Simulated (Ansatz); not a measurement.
Program: Ansatz 0.2.0.

`B[SiH](F)CC=N`. Charge 0, multiplicity 1. The geometry is a stationary point of PBE0-D4/def2-TZVP. It is one conformer, not always the lowest.

```xyz
13

B    -1.824   -0.167    1.957
Si   -0.940   -0.472    0.183
F    -1.900   -0.099   -1.056
C     0.621    0.573    0.016
C     1.308    0.339   -1.282
N     2.339   -0.390   -1.362
H    -1.205   -0.392    2.956
H    -2.944    0.230    2.078
H    -0.585   -1.910    0.032
H     0.337    1.626    0.119
H     1.288    0.302    0.840
H     0.845    0.818   -2.154
H     2.660   -0.458   -2.326
```

(1) What is the dipole moment at r2SCAN/def2-TZVPP? (An estimate is asked.)

(2) And with PBE, B3LYP, ωB97M-V? (An estimate is asked.)

(3) Give the Mulliken charges with r2SCAN, ωB97M-V, B3LYP in def2-TZVPP. (Estimate.)

Answers

(1) The calculation gave: 1.29 D, with components (-0.42, 1.17, 0.34) D in this frame, pointing from negative to positive charge.

(2) The calculation gave: PBE 1.21 D, B3LYP 1.31 D, ωB97M-V 1.34 D.

(3) The calculation gave: 
```csv
atom,r2SCAN,ωB97M-V,B3LYP
B1,-0.10,-0.22,-0.12
Si2,0.57,0.50,0.53
F3,-0.34,-0.32,-0.34
C4,-0.11,-0.25,-0.16
C5,-0.03,-0.10,-0.12
N6,-0.32,-0.24,-0.25
H7,0.02,0.10,0.06
H8,0.03,0.10,0.07
H9,-0.09,-0.04,-0.10
H10,0.07,0.12,0.09
H11,0.08,0.12,0.10
H12,0.06,0.11,0.09
H13,0.16,0.12,0.15
```

B3LYP here is the variant with VWN-RPA as its local correlation; programs differ in this.
